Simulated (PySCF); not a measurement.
**CuF + HF → CuH + F₂**

Level: PBE0 in the def2-TZVPD basis family, all electrons, no relativity, computed in PySCF with density fitting; open shells unrestricted.

```tsv
species	state and structure	E (Eh)	ZPE (kJ/mol)	H(298 K) − H(0) (kJ/mol)	S° (J/(mol K))
CuF	singlet, C∞v, Cu–F 1.764 Å	-1740.06601	3.6	9.1	226.6
HF	singlet, C∞v, H–F 0.921 Å	-100.39485	24.8	8.7	173.7
CuH	singlet, C∞v, Cu–H 1.485 Å	-1640.83882	11.2	8.7	196.4
F₂	singlet, D∞h, F–F 1.375 Å	-199.40966	6.6	8.7	201.9
```

Question: What is the electronic reaction energy?

Answer: At PBE0/def2-TZVPD, ΔE = 557.6 kJ/mol from the differences of the total energies times 2625.5, uphill. 

Question: Add zero-point, thermal and entropy terms for 298.15 K and 1 bar.

Answer: ΔZPE = -10.6 and Δ[H(298) − H(0)] = -0.4 kJ/mol give ΔH° = 546.6 kJ/mol. ΔS° = -2.0 J/(mol K), so ΔG° = 546.6 − 298.15 × (-0.0020) = 547 kJ/mol.

The structures come from searches over a few start shapes, so lower isomers are not excluded.
